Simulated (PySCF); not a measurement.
These are PBE-D3(BJ)/def2-TZVP // B3LYP-D3(BJ)/def2-TZVP run with PySCF values and carry that method's errors. Gas-phase values, no solvent. One relaxed conformer stands for a flexible species; it need not be the lowest. Excitations are Tamm–Dancoff values on a coarser integration grid. The basis has no diffuse functions, so Rydberg states are missing or too high.

Reference species (SMILES): `O=C[SiH]=[SiH2]` (O–C–Si–Si torsion 21°) (neutral, multiplicity 1).

```yaml
HOMO–LUMO gap: 1.97 eV
S1 excitation (TDA): 2.37 eV
LUMO: -3.56 eV
T1 excitation (TDA): 1.41 eV
```

Changed species: `[SiH3][SiH]=C=O`.

Question: Give the shifts of the HOMO–LUMO gap, S1 excitation (TDA), LUMO and T1 excitation (TDA).

Answer: the HOMO–LUMO gap rises by 0.99 eV, to 2.96 eV; the S1 excitation (TDA) goes up by 0.69 eV, to 3.06 eV; the LUMO rises by 0.66 eV, to -2.90 eV; the T1 excitation (TDA) rises by 1.33 eV, to 2.74 eV.
